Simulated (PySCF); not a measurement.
Compound: 4-chloropyridine, C5H4ClN.
SMILES with atom numbers: `[Cl:1][c:2]1[cH:3][cH:4][n:5][cH:6][cH:7]1`

Cartesian coordinates in Å at the PBE0-D3(BJ)/def2-TZVP level; atoms count from 1:
```xyz
11
C5H4ClN angstrom
Cl    -0.396    4.158    0.677
C     -0.151    2.465    0.485
C     -1.235    1.616    0.349
C     -0.975    0.262    0.197
N      0.244   -0.264    0.176
C      1.266    0.573    0.309
C      1.132    1.945    0.466
H     -2.248    1.996    0.361
H     -1.802   -0.434    0.088
H      2.258    0.130    0.290
H      1.997    2.586    0.570
```

Probes without a nucleus sit at each ring's centroid and 1 Å off its mean plane on both sides; NICS is minus the shielding there, NICSzz its component along the normal. Level: GIAO B97-2/pcSseg-2 (PySCF, non-relativistic, gas phase) on the PBE0-D3(BJ)/def2-TZVP geometry, one conformer.

Ring bond lengths (Å): C2–C3 1.384, C3–C4 1.387, C4–N5 1.328, N5–C6 1.328, C6–C7 1.387, C7–C2 1.384.

Q: What do the NICS probes read (ppm)?

A: 
```json
{"ring": "C2–C3–C4–N5–C6–C7", "type": "6-membered ring with N; formal bonds all aromatic", "NICS(0)": "-7.7", "NICS(1), two faces": "-9.7 / -9.7", "NICS(1)zz, two faces": "-27.4 / -27.4", "rms pucker (Å)": "0.00", "centre to ring atoms, mean (Å)": "1.37"}
```

Q: What do they say, and how far can they be read as aromaticity?

A: 
- C2–C3–C4–N5–C6–C7: mean NICS(1)zz -27.4 ppm, shielded, aromatic by this magnetic criterion (flat ring, no four-coordinate atom).

Q: And the bond-length index? HOMA = 1 − mean of α(R − Ropt)² over the ring bonds, with Krygowski's 1993 parameters (CC: Ropt 1.388 Å, α 257.7 Å⁻²; CN: Ropt 1.334 Å, α 93.52 Å⁻²).

A: 
- C2–C3–C4–N5–C6–C7: HOMA 1.00; the largest term is that of C7–C2, α(R − Ropt)² = 0.00. The geometric and the magnetic index point the same way.

Q: How shielded are the nuclei of the rings and their hydrogens (means over atoms taken as equivalent)?

A: 
| atoms | environment | σ isotropic (ppm) |
| --- | --- | --- |
| C2 | aromatic C–Cl carbon | 28.0 |
| C3 (×2) | aromatic CH carbon | 55.3 |
| C4 (×2) | aromatic CH next to a ring nitrogen | 26.5 |
| N5 | pyridine-type nitrogen | -85.0 |
| H8 (×2) | aromatic hydrogen | 24.23 |
| H9 (×2) | aromatic hydrogen | 22.84 |

Q: How do the values depend on the level or the medium?

A: 
| level | NICS(0), C2–C3–C4–N5–C6–C7 | mean NICS(1)zz, C2–C3–C4–N5–C6–C7 |
| --- | --- | --- |
| B97-2/pcSseg-2, gas | -7.7 | -27.4 |
| KT3/pcSseg-2, gas | -7.5 | -26.4 |
| PBE0/pcSseg-2, gas | -7.5 | -27.6 |
| wB97X-D/pcSseg-2, gas | -7.5 | -27.8 |
| WP04/pcSseg-2, IEF-PCM chloroform | -8.0 | -26.9 |
| wB97X-D/pcSseg-2, IEF-PCM chloroform | -7.3 | -27.8 |

The geometry is the same throughout; the continuum's cavity takes Bondi-type radii × 1.2.
